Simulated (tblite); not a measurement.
Species: C8H7P.
SMILES with atom numbers: `[CH3:1][c:2]1[cH:3][cH:4][c:5]([C:6]#[P:7])[cH:8][cH:9]1` (hydrogens: H10, H11, H12 on C1; H13 on C3; H14 on C4; H15 on C8; H16 on C9)

The geometry is computed with GFN2-xTB (gas phase).

List the bond lengths and angles at this level.

| bond | length (pm) | order |
| --- | --- | --- |
| C1–C2 | 149.7 | single |
| C2–C3, C2–C9 | 139.2 | aromatic |
| C3–C4, C8–C9 | 137.8 | aromatic |
| C4–C5, C5–C8 | 140.0 | aromatic |
| C5–C6 | 140.0 | single |
| C6≡P7 | 155.9 | triple |
| C1–H10, C1–H11, C1–H12 | 108.9 | single |
| C3–H13, C9–H16 | 108.1 | single |
| C4–H14, C8–H15 | 108.1 | single |

Bonds in one row agree within 1 pm and their mean is given. Orders are formal, as drawn. A selection of angles:
| angle | degrees |
| --- | --- |
| C2–C1–H10 | 111.0 |
| C2–C1–H12 | 109.9 |
| H10–C1–H11 | 109.0 |
| H10–C1–H12 | 107.9 |
| C1–C2–C3 | 120.7 |
| C3–C2–C9 | 118.6 |
| C2–C3–C4 | 121.1 |
| C2–C3–H13 | 119.4 |
| C4–C3–H13 | 119.5 |
| C3–C4–C5 | 120.2 |
| C3–C4–H14 | 120.6 |
| C5–C4–H14 | 119.2 |
| C4–C5–C6 | 120.6 |
| C4–C5–C8 | 118.8 |
| C5–C6–P7 | 179.9 |

The 8 C–C bonds span 1.378 Å (C8–C9, aromatic) to 1.497 Å (C1–C2, drawn single), a spread of 0.119 Å. Of the pairs four or more bonds apart, H11···H16 is among the closest relative to their van der Waals radii: 2.46 Å, 102 % of the sum of Bondi's values. The 9 heavy atoms lie in one plane (0.007 Å rms). The 6-membered ring C2–C3–C4–C5–C8–C9 has internal angles of 118.6° to 121.1° (sum 720°, against 720° for a flat polygon); it is planar, 0.00 Å rms from its mean plane, widest ring torsion 0°.

Point group: Cs (tolerance 0.08 Å). GFN2-xTB frequencies show an imaginary mode (33i cm⁻¹), so the point is no minimum at that level.
